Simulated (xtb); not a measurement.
CH₃NO₂Si, SMILES O=C=N[SiH2]O. All values are semi-empirical tight-binding results from xtb (GFN2-xTB unless named), good for trends rather than for accurate numbers. Geometry optimised at GFN2-xTB. Other conformers were not sampled.

```yaml
orbital_gap: 5.77 eV
dipole_moment: 2.35 D
zero_point_energy: 27.1 kcal/mol
G − E(el) at 298.15 K (modified RRHO): 7.9 kcal/mol
static polarisability (D4 model): 55.7 bohr³
solvation energy, GFN2-xTB/ALPB(water): -4.3 kcal/mol
solvation energy, GFN2-xTB/ALPB(methanol): -5.4 kcal/mol
```
